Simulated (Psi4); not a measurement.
Psi4 input (wB97X-D/6-31G*):

```
memory 1500 MB

molecule {
1 1
N    -1.66030000   -0.02978800    0.04437000
Si    0.18892700    0.00339000   -0.00504900
F     0.55801700   -1.21353300   -0.88981000
F     0.60204700   -0.13546900    1.48155100
F     0.51826900    1.37911300   -0.63659300
H    -2.04200600    0.74320600    0.60118600
H    -2.06945800    0.04656500   -0.89372600
H    -2.01640200   -0.89971100    0.45630100
symmetry c1
no_reorient
no_com
}

set {
  basis 6-31G*
  reference rks
  scf_type pk
  dft_radial_points 99
  dft_spherical_points 590
  e_convergence 1e-8
  d_convergence 1e-7
  maxiter 150
}

e = energy('wb97x-d')
print_out(f'\nFINAL {e:.10f} DIPOLE {variable("CURRENT DIPOLE")[0]:.6f} {variable("CURRENT DIPOLE")[1]:.6f} {variable("CURRENT DIPOLE")[2]:.6f}\n')
```

Output:

```
   => Loading Basis Set <=

    Name: 6-31G*
    Role: ORBITAL
    Keyword: BASIS
    atoms 1   entry N          line   128 file 6-31gs.gbs
    atoms 2   entry SI         line   268 file 6-31gs.gbs
    atoms 3-5 entry F          line   162 file 6-31gs.gbs
    atoms 6-8 entry H          line    44 file 6-31gs.gbs

   => WB97X-D: Empirical Dispersion <=

    Chai and Head-Gordon Dispersion Correction
    Chai, J.-D.; Head-Gordon, M. (2010), J. Chem. Phys., 132: 6615-6620

        s6 =       1.000000

         ---------------------------------------------------------
                                   SCF
               by Justin Turney, Rob Parrish, Andy Simmonett
                          and Daniel G. A. Smith
                              RKS Reference
         ---------------------------------------------------------

  ==> Geometry <==

    Molecular point group: c1
    Full point group: C1

    Geometry (in Angstrom), charge = 1, multiplicity = 1:

       Center              X                  Y                   Z               Mass
    ------------   -----------------  -----------------  -----------------  -----------------
         N           -1.660300000000    -0.029788000000     0.044370000000    14.003074004430
         SI           0.188927000000     0.003390000000    -0.005049000000    27.976926534650
         F            0.558017000000    -1.213533000000    -0.889810000000    18.998403162730
         F            0.602047000000    -0.135469000000     1.481551000000    18.998403162730
         F            0.518269000000     1.379113000000    -0.636593000000    18.998403162730
         H           -2.042006000000     0.743206000000     0.601186000000     1.007825032230
         H           -2.069458000000     0.046565000000    -0.893726000000     1.007825032230
         H           -2.016402000000    -0.899711000000     0.456301000000     1.007825032230

  Running in c1 symmetry.

  Rotational constants: A =      0.12801  B =      0.12398  C =      0.12398 [cm^-1]
  Rotational constants: A =   3837.52461  B =   3716.78497  C =   3716.78430 [MHz]
  Nuclear repulsion =  278.524603417436367

  Charge       = 1
  Multiplicity = 1
  Electrons    = 50
  Nalpha       = 25
  Nbeta        = 25

  ==> Algorithm <==

  SCF Algorithm Type is PK.
  DIIS enabled.
  MOM disabled.
  Fractional occupation disabled.
  Guess Type is SAD.
  Energy threshold   = 1.00e-08
  Density threshold  = 1.00e-07
  Integral threshold = 1.00e-12

  ==> Primary Basis <==

  Basis Set: 6-31G*
    Blend: 6-31G*
    Number of shells: 38
    Number of basis functions: 85
    Number of Cartesian functions: 85
    Spherical Harmonics?: false
    Max angular momentum: 2

  ==> DFT Potential <==

   => LibXC <=

    Version 7.1.2
    S. Lehtola, C. Steigemann, M. J. T. Oliveira, and M. A. L. Marques,  SoftwareX 7, 1–5 (2018) (10.1016/j.softx.2017.11.002)

   => Composite Functional: WB97X-D <=

    wB97X-D Hyb-GGA Exchange-Correlation Functional

    J.-D. Chai and M. Head-Gordon,  Phys. Chem. Chem. Phys. 10, 6615–6620 (2008) (10.1039/B810189B)

    Deriv               =              1
    GGA                 =           TRUE
    Meta                =          FALSE

    Exchange Hybrid     =           TRUE
    MP2 Hybrid          =          FALSE

   => Exchange-Correlation Functionals <=

    1.0000   wB97X-D range-separated functional

   => Exact (HF) Exchange <=

    0.7780            HF,LR [omega = 0.2000]
    0.2220               HF

   => LibXC Density Thresholds  <==

    XC_HYB_GGA_XC_WB97X_D:  1.00E-14

   => Molecular Quadrature <=

    Radial Scheme          =       TREUTLER
    Pruning Scheme         =           NONE
    Nuclear Scheme         =       TREUTLER

    Blocking Scheme        =         OCTREE
    BS radius alpha        =              1
    Pruning alpha          =              1
    Radial Points          =             99
    Spherical Points       =            590
    Total Points           =         444540
    Total Blocks           =           3185
    Max Points             =            256
    Max Functions          =             83
    Weights Tolerance      =       1.00E-15

  ==> Integral Setup <==

  Using in-core PK algorithm.
   Calculation information:
      Number of atoms:                   8
      Number of AO shells:              38
      Number of primitives:             99
      Number of atomic orbitals:        85
      Number of basis functions:        85

      Integral cutoff                 1.00e-12
      Number of threads:                 1

  Performing in-core PK
  Using 20044020 doubles for integral storage.
  We computed 248608 shell quartets total.
  Whereas there are 274911 unique shell quartets.

  Computing range-separated integrals for PK
  We computed 248608 wK shell quartets total.
  Whereas there are 274911 wK unique shell quartets.

  ==> DiskJK: Disk-Based J/K Matrices <==

    J tasked:                  Yes
    K tasked:                  Yes
    wK tasked:                 Yes
    Omega:               2.000E-01
    Schwarz Cutoff:          1E-12


  Cached 50.0% of DFT collocation blocks in 0.426 [GiB].

  Minimum eigenvalue in the overlap matrix is 5.1320550624E-03.
  Reciprocal condition number of the overlap matrix is 8.1932350037E-04.
    Using symmetric orthogonalization.

  ==> Pre-Iterations <==

  SCF Guess: Superposition of Atomic Densities via on-the-fly atomic UHF (no occupation information).

   -------------------------
    Irrep   Nso     Nmo
   -------------------------
     A         85      85
   -------------------------
    Total      85      85
   -------------------------

  ==> Iterations <==

                        Total Energy        Delta E     RMS |[F,P]|

   @RKS iter SAD:  -645.02786026193417   -6.45028e+02   0.00000e+00
   @RKS iter   1:  -645.24207537293751   -2.14215e-01   7.61987e-03 ADIIS/DIIS
   @RKS iter   2:  -645.26079335282282   -1.87180e-02   7.78253e-03 ADIIS/DIIS
   @RKS iter   3:  -645.39410009652522   -1.33307e-01   4.67658e-04 ADIIS/DIIS
   @RKS iter   4:  -645.39452669839704   -4.26602e-04   2.84763e-04 ADIIS/DIIS
   @RKS iter   5:  -645.39475298588513   -2.26287e-04   2.95956e-05 DIIS
   @RKS iter   6:  -645.39475567203851   -2.68615e-06   3.92960e-06 DIIS
   @RKS iter   7:  -645.39475574728374   -7.52452e-08   5.68678e-07 DIIS
   @RKS iter   8:  -645.39475574921539   -1.93165e-09   1.21199e-07 DIIS
   @RKS iter   9:  -645.39475574930839   -9.29958e-11   1.74814e-08 DIIS
  Energy and wave function converged.

  ==> Post-Iterations <==

   Electrons on quadrature grid:
      Ntotal   =   50.0000003231 ; deviation = 3.231e-07

    Orbital Energies [Eh]
    ---------------------

    Doubly Occupied:

       1A    -66.646573     2A    -25.059684     3A    -25.059684
       4A    -25.059677     5A    -14.800030     6A     -5.747261
       7A     -4.093487     8A     -4.092680     9A     -4.092678
      10A     -1.550683    11A     -1.523492    12A     -1.523491
      13A     -1.316294    14A     -0.911453    15A     -0.899316
      16A     -0.899313    17A     -0.832253    18A     -0.815298
      19A     -0.815297    20A     -0.762340    21A     -0.762339
      22A     -0.742547    23A     -0.742547    24A     -0.742451
      25A     -0.722272

    Virtual:

      26A     -0.124513    27A     -0.065176    28A     -0.036471
      29A     -0.036470    30A     -0.016114    31A     -0.016112
      32A      0.020980    33A      0.131188    34A      0.173407
      35A      0.204196    36A      0.204198    37A      0.381296
      38A      0.381298    39A      0.536106    40A      0.650102
      41A      0.650105    42A      0.686652    43A      0.686654
      44A      0.697854    45A      0.776795    46A      0.807280
      47A      0.807281    48A      1.070262    49A      1.070263
      50A      1.111329    51A      1.118566    52A      1.118567
      53A      1.130065    54A      1.200817    55A      1.250301
      56A      1.250301    57A      1.307203    58A      1.389632
      59A      1.389632    60A      1.520942    61A      1.520943
      62A      1.629572    63A      1.635660    64A      1.671751
      65A      1.671752    66A      1.689556    67A      1.689869
      68A      1.689870    69A      1.713319    70A      1.901838
      71A      1.901839    72A      1.953226    73A      2.046660
      74A      2.088473    75A      2.088473    76A      2.259161
      77A      2.259163    78A      2.633351    79A      2.834840
      80A      2.939181    81A      2.939183    82A      3.506283
      83A      4.087784    84A      4.087788    85A      4.448601

    Final Occupation by Irrep:
              A
    DOCC [    25 ]
    NA   [    25 ]
    NB   [    25 ]

  @RKS Final Energy:  -645.39475574930839

   => Energetics <=

    Nuclear Repulsion Energy =            278.5246034174363672
    One-Electron Energy =               -1437.9786088112402922
    Two-Electron Energy =                 557.0333652360563974
    DFT Exchange-Correlation Energy =     -42.9717618363664187
    Empirical Dispersion Energy =          -0.0023537551943371
    VV10 Nonlocal Energy =                  0.0000000000000000
    Total Energy =                       -645.3947557493083877

Computation Completed

Properties will be evaluated at   0.000000,   0.000000,   0.000000 [a0]

Properties computed using the SCF density matrix

 Multipole Moments:

 ------------------------------------------------------------------------------------
     Multipole            Electronic (a.u.)      Nuclear  (a.u.)        Total (a.u.)
 ------------------------------------------------------------------------------------

 L = 1.  Multiply by 2.5417464519 to convert [e a0] to [Debye]
 Dipole X            :         -2.7514827            0.0000170           -2.7514657
 Dipole Y            :         -0.0493755            0.0000057           -0.0493698
 Dipole Z            :          0.0735369           -0.0000057            0.0735312
 Magnitude           :                                                    2.7528908

 ------------------------------------------------------------------------------------

FINAL -645.3947557493 DIPOLE -2.751466 -0.049370 0.073531

*** Psi4 exiting successfully. Buy a developer a beer!
```

The dipole moment of an ion depends on the origin.

The geometry given is a B3LYP-D3(BJ)/def2-TZVP minimum.
